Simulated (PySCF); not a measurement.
Species: tetrahydropyran-2-methanol, C6H12O2.
Z-matrix (Å and degrees, PBE0-D3(BJ)/def2-SVP geometry), rows numbered from 1:
```
O 
C   1  1.3970
C   2  1.5197  1  110.91
C   3  1.5237  2  113.29  1   -64.63
C   4  1.5238  3  111.17  2   170.64
C   5  1.5239  4  110.00  3   -52.13
C   6  1.5190  5  109.86  4    52.54
O   7  1.4057  6  111.79  5   -55.57
H   1  0.9669  2  104.95  3   -47.90
H   2  1.1017  1  108.28  3  -120.65
H   2  1.1085  1  111.76  3   121.03
H   3  1.1117  2  109.24  1   173.20
H   4  1.1026  3  107.47  2    49.55
H   4  1.1021  3  109.33  2   -66.26
H   5  1.1057  4  109.35  3    67.65
H   5  1.1014  4  110.85  3  -175.34
H   6  1.1021  5  111.48  4   174.51
H   6  1.1037  5  109.76  4   -66.94
H   7  1.1004  6  111.55  5  -174.71
H   7  1.1105  6  109.74  5    66.34
```

Computed with PySCF at CAM-B3LYP/def2-SVPD, non-relativistic, on one gas-phase PBE0-D3(BJ)/def2-SVP geometry that isn't relaxed in the solvent. The solvent is an IEF-PCM continuum (Bondi radii, 1.10 Å for H, scaled by 1.2), and excitations are vertical TDDFT with non-equilibrium linear response and a frozen core. Only the electrostatic response of the medium enters.

```tsv
run	E − E(gas) (kcal/mol)	HOMO (eV)	HOMO–LUMO gap (eV)	dipole (D)	lowest singlet (eV)	static polarisability (au)
gas	0.00	-8.89	10.18	2.73	7.29	78.4
P	-3.72	-8.79	10.23	3.29	7.28	96.5
Q	-2.33	-8.82	10.22	3.07	7.29	89.0
```

**Question.** The runs were made in benzene and chloroform. Which run belongs to which solvent?

**Answer.** P = chloroform, Q = benzene. The dielectric constants are 2.271 (benzene), 4.711 (chloroform), and the energy falls further as ε rises. The optical constants n² used for the excitations are 2.25, 2.09 in the same order. In this model the ground state sees the solvent through ε alone.

**Question.** How constant is the ratio of the lowering to (ε − 1)/(2ε + 1)?

**Answer.** 
```json
{"solvent": "benzene", "(ε − 1)/(2ε + 1)": "0.229", "E − E(gas) (kcal/mol)": "-2.33", "ratio (kcal/mol)": "-10.2", "polarisation term (kcal/mol)": "-2.47"}
{"solvent": "chloroform", "(ε − 1)/(2ε + 1)": "0.356", "E − E(gas) (kcal/mol)": "-3.72", "ratio (kcal/mol)": "-10.4", "polarisation term (kcal/mol)": "-4.10"}
```

The ratio changes by +2.8 % in size from benzene to chloroform. The polarisation term is half the interaction of the solute with the induced surface charges.

On an Intel Xeon Platinum 8488C with one thread, no GPU, shared host with 96 logical CPUs at a one-minute load of 62, this took 74 s and 1.4 GiB of memory at its peak. This is the whole response run at CAM-B3LYP/def2-SVPD in chloroform, SCF included.
